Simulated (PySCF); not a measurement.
Calculations on 3-methylbutanethioamide, `CC(C)CC(N)=S`, in the order of a workflow; each names the level of the geometry that it ran on. Settings lines and outputs come from a driver script.

Compound: 3-methylbutanethioamide, C5H11NS.
SMILES with atom numbers: `[CH3:1][CH:2]([CH3:3])[CH2:4][C:5]([NH2:6])=[S:7]` (hydrogens: H8, H9, H10 on C1; H11 on C2; H12, H13, H14 on C3; H15, H16 on C4; H17, H18 on N6)

Step 1: PBE0-D3(BJ)/def2-SVP geometry optimisation, gas phase (PySCF 2.14.0) (from the GFN2-xTB geometry)
```json
{"job": {"xc": "PBE0", "basis": "def2-SVP", "d3": "d3bj", "grid": 1, "shake": 0.01, "kind": "geom"}, "charge": 0, "multiplicity": 1}
```
```
step   0  E = -649.37639268  max force = 0.035708
step   1  E = -649.38136177  max force = 0.004925
step   2  E = -649.38147345  max force = 0.001681
step   3  E = -649.38148867  max force = 0.001885
step   4  E = -649.38154008  max force = 0.000553
step   5  E = -649.38156245  max force = 0.000824
step   6  E = -649.38158065  max force = 0.000472
step   7  E = -649.38159272  max force = 0.000311
optimisation converged
```

Final energy -649.38159 Eh after 7 steps; dipole 4.17 D. Energies in Eh; «max force» is the largest Cartesian gradient component in Eh/bohr.

Step 2: TDDFT wB97X-D/def2-SVPD, vertical, gas phase, core orbitals frozen in the response (PySCF 2.14.0, density-fitted response routines) (on the PBE0-D3(BJ)/def2-SVP geometry)
```json
{"job": {"kind": "uv", "xc": "wB97X-D", "basis": "def2-SVPD", "dynamic": true, "nstates": 6, "ntriplets": 0}, "charge": 0, "multiplicity": 1}
```
```
...
Static polarisability (au): isotropic 93.323, principal 78.077 96.320 105.573
Singlet excitations
state   eV       nm        f      main configurations
  1   3.4641    357.9   0.00003   H->L 0.98
  2   5.1501    240.7   0.18335   H-1->L 0.93
  3   6.1457    201.7   0.10969   H->L+1 0.72, H->L+4 0.12
  4   6.4708    191.6   0.00412   H-1->L+1 0.82, H-1->L+2 0.08
  5   6.6251    187.1   0.00487   H->L+3 0.64, H->L+4 0.16
  6   7.0943    174.8   0.01289   H->L+4 0.33, H->L+2 0.17, H->L+3 0.14
```

HOMO -7.93 eV, LUMO 0.77 eV; lowest singlet 3.46 eV; mean polarisability 93.3 au.

Step 3: core-valence-separated TDA BHandHLYP/aug-pcX-1 H:pcseg-1 S:def2-SVPD, K edges, non-relativistic, gas phase (PySCF 2.14.0, density-fitted response routines) (on the PBE0-D3(BJ)/def2-SVP geometry)
```json
{"job": {"kind": "xas", "xc": "BHandHLYP", "basis": {"default": "aug-pcX-1", "H": "pcseg-1", "S": "def2-SVPD"}}, "charge": 0, "multiplicity": 1}
```
```
...
C K edge
   eV          f      from atoms
  283.426   0.08294   C4
  284.809   0.00082   C3
  285.245   0.01112   C2
  285.284   0.01046   C0
  285.378   0.01150   C1
  285.476   0.00043   C0
  285.779   0.02124   C3
  285.805   0.00996   C2
  285.900   0.02432   C0
  285.994   0.02639   C2
  286.246   0.02221   C0
  286.277   0.01315   C1
  286.280   0.02115   C2
  286.527   0.02776   C3
  286.587   0.00345   C0
  286.596   0.00159   C2
  286.638   0.00402   C1
  286.895   0.00849   C0
  287.066   0.00429   C2
  287.073   0.00758   C0
...
```

Lowest C 1s excitation 283.4 eV; lowest N 1s excitation 399.0 eV; the energies are raw, with no shift to experiment and no relativistic term. The log counts atoms from 0, this text from 1.

Question: Which step took the most CPU time, and about what did each take on one thread, AMD EPYC 7B13 (x86_64), shared host?

Answer: Step 1, about 51 % of the total. CPU time by step: 1: 72 s, 2: 43 s, 3: 27 s.

Geometry of the electronic-property runs (PBE0-D3(BJ)/def2-SVP):
```
atom  x, y, z in Å
C1    -0.7934    0.1152    1.3756
C2    -0.6901   -0.5416    0.0054
C3    -2.0015   -0.4548   -0.7630
C4     0.4544    0.0565   -0.8210
C5     1.8080   -0.1149   -0.1778
N6     2.4647    1.0217    0.0929
S7     2.4314   -1.6022    0.1814
H8    -1.0122    1.1933    1.2859
H9     0.1407   -0.0010    1.9467
H10   -1.6026   -0.3376    1.9686
H11   -0.4314   -1.6045    0.1526
H12   -1.9336   -0.9645   -1.7371
H13   -2.8215   -0.9222   -0.1965
H14   -2.2864    0.5941   -0.9518
H15    0.2495    1.1250   -1.0188
H16    0.4914   -0.4519   -1.7978
H17    2.0724    1.9275   -0.1270
H18    3.3782    0.9654    0.5267
```

One conformer stands for the species.

Note: wB97X-D ran without an empirical dispersion term, which enters the total energy and its gradient alone.
